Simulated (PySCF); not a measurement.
# Indium: a sound run and one with changed settings

Sound run: In [Kr] 4d10 5s2 5p1, In⁺ [Kr] 4d10 5s2. Computed with PySCF 2.14 in def2-SVP with the def2 core potential (28 electrons), with scalar relativity through the core potential. The sound run starts from symmetry-adapted Hartree-Fock orbitals and uses a fine grid where one is needed.

Changed run: basis STO-3G, all-electron and non-relativistic. This setting is unsound on purpose.

```csv
species,method,sound run (hartree),changed run (hartree),converged
In,UHF,-189.20634,-5682.77739,yes
In,BP86,-190.22665,-5685.10911,yes
In,PBE0,-190.10951,-5684.44687,yes
In⁺,UHF,-189.01529,-5682.72828,yes
In⁺,BP86,-190.01670,-5685.02393,yes
In⁺,PBE0,-189.90334,-5684.36627,yes
```

Ionisation energy of In:

```csv
method,sound run (eV),changed run (eV)
UHF,5.199,1.336
BP86,5.713,2.318
PBE0,5.610,2.193
```

A minimal basis cannot let orbitals breathe on ionisation and holds almost no correlation. The Hamiltonian changed with the basis, so the totals do not compare.

For comparison, NIST gives 5.786 eV between the lowest levels.
